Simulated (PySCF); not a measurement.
isotetrasilane (H10Si4), singlet, at a GFN2-xTB geometry. Base run: DF-R2SCAN/def2-SVP (PySCF).

The PySCF input:
```python
from pyscf import gto, scf, dft

mol = gto.Mole()
mol.atom = '''
    Si   -0.01394313    2.09614472   -0.79913652
    Si    0.04558500    0.14517732    0.46898895
    Si    1.91744944   -1.16426879    0.02240857
    Si   -1.94350764   -1.05927062    0.36518505
    H     1.20137455    2.90488590   -0.67825699
    H    -0.16176468    1.78520261   -2.22362805
    H    -1.12917524    2.98053605   -0.45309522
    H     0.18280575    0.58219256    1.88074744
    H     3.18280585   -0.44523778    0.18824825
    H     1.89596136   -1.64599453   -1.36149566
    H     2.00972012   -2.35449961    0.87123596
    H    -1.95871071   -2.23300110    1.24140469
    H    -3.12199303   -0.26661890    0.72371910
    H    -2.17919530   -1.55642221   -0.99312418
'''
mol.basis = 'def2-svp'
mol.verbose = 4
mol.build()

mf = dft.RKS(mol)
mf.xc = 'r2scan'
mf = mf.density_fit(auxbasis='def2-universal-jkfit')
mf.kernel()
```

The job was repeated with other settings on one machine. Differences are taken from the largest grid of the series, which the next largest meets within 10 µEh (grids.level = 7: -1163.484959 Eh). The cheapest run took around 9 core-seconds (rough).

```csv
setting,grid points,"cost, times the cheapest (rough)",difference in total energy (µEh)
grids.level = 1,50368,1,-1498
"grids.atom_grid = (50, 194)",92408,1,-1494
grids.level = 2,101424,1,337
base,174800,2,40
"grids.atom_grid = (75, 302)",203848,2,68
grids.level = 4,272752,3,-55
grids.level = 5,409608,4,5
grids.level = 7,849448,8,reference
```

Times come from a shared machine, hold the start-up and are rough.
